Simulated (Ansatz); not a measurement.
**CH3In (SMILES C[In]): name the method**

The species is CH3In (5 atoms), meant as a singlet with charge 0. As SMILES, `C[In]`. The coordinates come from a PBE0-D4/def2-TZVP relaxation.

```xyz
5

C    -0.1828    0.0732   -0.0706
In    1.7728   -0.7095    0.6846
H    -0.9730   -0.0409    0.6802
H    -0.5026   -0.4605   -0.9728
H    -0.1145    1.1378   -0.3214
```

A calculation with Ansatz 0.2.0 gave:

| Property | Result |
| --- | --- |
| total energy | -230.0060 Eh |
| HOMO energy | -5.56 eV |
| LUMO energy | -1.32 eV |
| HOMO–LUMO gap | 4.24 eV |

Task: Which of these levels gave the numbers?
A. r2SCAN0/def2-SVPD (core potential)
B. PBE0/def2-SVPD (core potential)
C. B3LYP/def2-SVPD (core potential)
D. HF/3-21G

Result: A. The others give -229.9519 Eh (PBE0/def2-SVPD (core potential)), -230.0782 Eh (B3LYP/def2-SVPD (core potential)), -5754.1227 Eh (HF/3-21G).
